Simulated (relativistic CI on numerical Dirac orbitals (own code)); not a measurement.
**d7 in a ligand field**

Computed with a parametric ligand-field model of a d^n configuration (Racah B and C, spin-orbit zeta, crystal field), exact diagonalisation.

Field parameters in Wybourne normalisation: Oh B⁴₀ = 21Dq, B⁴₄ = √(5/14) B⁴₀. The field is a parameter set, without covalency.

Task: Lowest levels for B = 490, C = 2500, ζ = 2650 cm⁻¹, Oh, 10Dq = 33950 cm⁻¹?

Result: Γ8 0 (S 0.53), Γ6 20148 (S 1.49), Γ8 21458 (S 1.47), Γ7 24523 (S 1.50), Γ8 24664 (S 1.48), Γ8 30814 (S 0.54), Γ8 33151 (S 0.55), Γ7 33589 (S 0.52), Γ6 33701 (S 0.52) cm⁻¹, with S from ⟨S²⟩ = S(S + 1). The ground level has 1.05 electrons in the cubic e pair.

Task: Lowest levels for B = 620, C = 2710, ζ = 650 cm⁻¹, Oh, 10Dq = 13800 cm⁻¹?

Result: Γ8 0 (S 0.79), Γ6 661 (S 1.50), Γ8 1118 (S 1.48), Γ7 1824 (S 1.50), Γ8 2164 (S 1.35), Γ8 12096 (S 0.66), Γ6 12707 (S 0.66), Γ8 12731 (S 0.71), Γ7 13039 (S 0.73) cm⁻¹, with S from ⟨S²⟩ = S(S + 1). The ground level has 1.27 electrons in the cubic e pair; its S is far from a half-integer, so spin-orbit coupling mixes spin states.

Task: Lowest levels for B = 540, C = 2690, ζ = 490 cm⁻¹, Oh, 10Dq = 35400 cm⁻¹?

Result: Γ8 0 (S 0.50), Γ6 22297 (S 1.50), Γ8 22574 (S 1.50), Γ7 23060 (S 1.50), Γ8 23066 (S 1.50), Γ8 33087 (S 0.50), Γ6 33425 (S 0.50), Γ8 33884 (S 0.50), Γ7 34073 (S 0.50) cm⁻¹, with S from ⟨S²⟩ = S(S + 1). The ground level has 1.01 electrons in the cubic e pair.

Task: Lowest levels for B = 530, C = 2140, ζ = 110 cm⁻¹, Oh, 10Dq = 14200 cm⁻¹?

Result: Γ8 0 (S 0.50), Γ6 3675 (S 1.50), Γ8 3746 (S 1.50), Γ7 3864 (S 1.50), Γ8 3867 (S 1.50), Γ8 12733 (S 0.50), Γ6 12808 (S 0.50), Γ8 13180 (S 0.50), Γ7 13230 (S 0.50) cm⁻¹, with S from ⟨S²⟩ = S(S + 1). The ground level has 1.04 electrons in the cubic e pair.

Task: Lowest levels for B = 990, C = 3720, ζ = 640 cm⁻¹, Oh, 10Dq = 19300 cm⁻¹?

Result: Γ8 0 (S 0.78), Γ6 645 (S 1.50), Γ8 1106 (S 1.48), Γ7 1799 (S 1.50), Γ8 2146 (S 1.35), Γ8 17029 (S 0.65), Γ6 17593 (S 0.66), Γ8 17671 (S 0.75), Γ7 18012 (S 0.76) cm⁻¹, with S from ⟨S²⟩ = S(S + 1). The ground level has 1.26 electrons in the cubic e pair; its S is far from a half-integer, so spin-orbit coupling mixes spin states.
